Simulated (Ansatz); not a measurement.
Isolated molecules relaxed with PBE0-D4/def2-TZVP in Ansatz; ΔE leaves out vibrations. CBS: MP2 limit from def2 TZ/QZ plus the TZ coupled-cluster correction, frozen cores. This one scheme is used for every species. DFT in def2-TZVPP. One conformer a species, not always the lowest.

`BNC(=N)F` + HCl → `N=C(F)Cl` + `BN`  (substitution at a C–N bond)

`BNC(=N)F`:

Z-matrix (Å, degrees):
```
B
N 1 1.407
H 1 1.193 2 116.6
H 1 1.187 2 119.6 3 180.0
C 2 1.379 1 127.0 3 180.0
H 2 1.008 1 120.3 3 -0.1
F 5 1.351 2 109.1 1 179.6
N 5 1.245 2 126.9 1 -0.4
H 8 1.014 5 111.6 2 179.9
```

HCl:

```xyz
2

Cl    0.023   -0.116   -0.628
H    -0.023    0.116    0.628
```

`N=C(F)Cl`:

```xyz
5

N    -0.217    0.618   -0.812
C     0.113   -0.296   -0.047
F     0.557   -1.445   -0.504
Cl    0.086   -0.320    1.683
H    -0.539    1.443   -0.320
```

`BN`:

Z-matrix (Å, degrees):
```
B
N 1 1.385
H 1 1.197 2 119.0
H 1 1.197 2 119.0 3 -180.0
H 2 1.006 1 123.2 3 -0.0
H 2 1.006 1 123.2 3 180.0
```

Problem. Is it downhill or uphill in electronic energy at CCSD(T)/CBS, and by how much? (An estimate is asked.)

Solution. Ansatz gave: Uphill: ΔE = +0.38 eV.

Problem. What do these levels give: r2SCAN0-D4, ωB97X-V, ωB97M-V, r2SCAN, BHLYP, MP2/def2-TZVPP? (Estimate.)

Solution. Computed: r2SCAN0-D4 0.39, ωB97X-V 0.38, ωB97M-V 0.36, r2SCAN 0.31, BHLYP 0.43, MP2/def2-TZVPP 0.36 eV.

Largest T1 diagnostic among the species: 0.014.

From r2SCAN to r2SCAN0 (25 % exact exchange), in def2-TZVPP and without D4, ΔE moves by +0.07 eV. Leaving LDA and LC-ωPBE aside and taking each functional with its dispersion term where it has one, the values, not all of them listed here, spread over 0.18 eV, from PBE-D4 to BHLYP-D4. LDA lies +0.09 eV from PBE without D4. At CCSD(T), def2-SVP lies +0.10 eV from the extrapolated value and def2-TZVPP +0.01 eV.
